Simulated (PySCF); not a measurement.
C₆ coefficients of unlike pairs at PBE

Calculated with PySCF 2.14 from the dipole response of each species, C₆(A,B) = (3/π) ∫ α_A(iu) α_B(iu) du, in atomic units, from isotropic polarisabilities. For ions this is the dispersion term alone; charge-induced terms of lower order in 1/R come first.

```json
{"species": "Ta²⁺", "configuration": "[Xe] 4f14 5d3 (4F)", "basis": "def2-TZVPPD with the def2 core potential (60 electrons) (6s5p3d2f1g)", "relativity": "core potential", "α (bohr³)": "14.27", "C₆ (like pair)": "79.89"}
{"species": "Kr³⁺", "configuration": "[Ar] 3d10 4s2 4p3 (4S)", "basis": "aug-cc-pVTZ-PP with ECP10MDF (6s5p4d2f)", "relativity": "core potential", "α (bohr³)": "5.473", "C₆ (like pair)": "21.10"}
{"species": "Li", "configuration": "[He] 2s1 (2S)", "basis": "aug-cc-pCVQZ-DK (9s8p6d4f2g)", "relativity": "spin-free X2C", "α (bohr³)": "142.0", "C₆ (like pair)": "1127"}
{"species": "Si⁺", "configuration": "[Ne] 3s2 3p1 (2P)", "basis": "aug-cc-pwCVDZ (6s5p3d)", "relativity": "none", "α (bohr³)": "19.25", "C₆ (like pair)": "102.6"}
```

(1) Estimate C₆ for Si⁺ with Li.

No spin-orbit coupling is included.

The other pairs:

| pair | C₆ |
| --- | --- |
| Si⁺, Kr³⁺ | 42.17 |
| Kr³⁺, Ta²⁺ | 40.43 |
| Li, Kr³⁺ | 82.39 |
| Si⁺, Ta²⁺ | 87.08 |
| Li, Ta²⁺ | 196.1 |

Answers

(1) The integral gives 256.7. The combination rule 2 C_A C_B / (C_A α_B/α_A + C_B α_A/α_B) gives 254.2 and the geometric mean 340.0.
